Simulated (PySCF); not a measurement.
C7H9 (doublet state).
Cartesian coordinates in Å at the GFN2-xTB level; atoms count from 1:
```xyz
16
C7H9 angstrom
C      3.442    0.223    0.513
C      2.200   -0.121    0.107
C      1.083   -0.439   -0.276
C     -0.256   -0.789   -0.695
C     -1.289   -0.188    0.229
C     -2.060   -0.940    0.995
C     -1.359    1.307    0.211
H      4.310   -0.114   -0.025
H      3.584    0.837    1.383
H     -0.354   -1.880   -0.715
H     -0.416   -0.420   -1.716
H     -2.794   -0.511    1.656
H     -1.993   -2.016    0.996
H     -1.673    1.659   -0.772
H     -0.373    1.727    0.413
H     -2.061    1.675    0.954
```

The hyperfine couplings belong to this conformer and change with its torsions.

Identity: `C=C=[C]CC(=C)C` [radical].

Level of theory: UKS B3LYP, pcH-1 on C H, non-relativistic, mean-field spin-orbit, GIAO (PySCF). Geometry: GFN2-xTB, one conformer, isolated molecule. GFN2-xTB frequencies show an imaginary mode (41i cm⁻¹), so this geometry is no minimum at that level. The geometry wasn't refined by DFT: couplings that depend on bond lengths, twists or pyramidal angles can differ widely from those at the functional's own minimum. No stability test was run, so a lower SCF solution isn't excluded.

Question: The isotropic 13C couplings are -64.5, +62.7, +46.4, -19.1, +3.2 MHz. Assign them to C1; C2; C3; C4; C5.

Answer: 
```
site  a_iso (MHz)  ρ(0) (bohr⁻³)                 position  distance from C1 (Å)  spin population  largest |T| (MHz)
  C1        +62.7        +0.0558  largest spin population                  0.00            +0.79              119.1
  C2        -64.5        -0.0574           1 bond from C3                  1.35            -0.26               21.9
  C3        +46.4        +0.0413         a main spin site                  2.57            +0.53               81.4
  C4        -19.1        -0.0170           1 bond from C3                  4.02            -0.04                1.2
  C5         +3.2        +0.0029          2 bonds from C3                  4.76            +0.01                1.2
```

ρ(0) is the spin density at the nucleus and T the dipolar tensor; entries for several nuclei are means. The largest Mulliken spin populations are on C1 (+0.79), C3 (+0.53) and C2 (-0.26). The positive populations add up to 1.38 and the negative ones to -0.38, together 2S = 1. The angles at C1 add up to 360.0°, so it is planar; its axial dipolar tensor and the negative couplings of its protons fit spin in a p orbital normal to that plane. Main spin sites, with 60 % or more of the largest population: C1, C3; positions count bonds from the nearest.

The spin density at the nucleus, in bohr⁻³, is negative for C2 (-0.0574), C4 (-0.0170) and H8 (-0.0117), for instance. A restricted open-shell determinant has no negative spin density anywhere; here it arises because α and β orbitals differ (spin polarisation).

Nuclei that the bonding pattern makes equivalent are averaged, as if the motion that swaps them (rotation, inversion, ring flip) were fast. H8 and H9 aren't averaged: C1 is flat or nearly so (angle sum 360°), and its turn about the short C1–C2 bond (1.35 Å) is taken as slow.

C3, the radical centre as drawn in `C=C=[C]CC(=C)C`, holds a spin population of +0.53 out of 1.
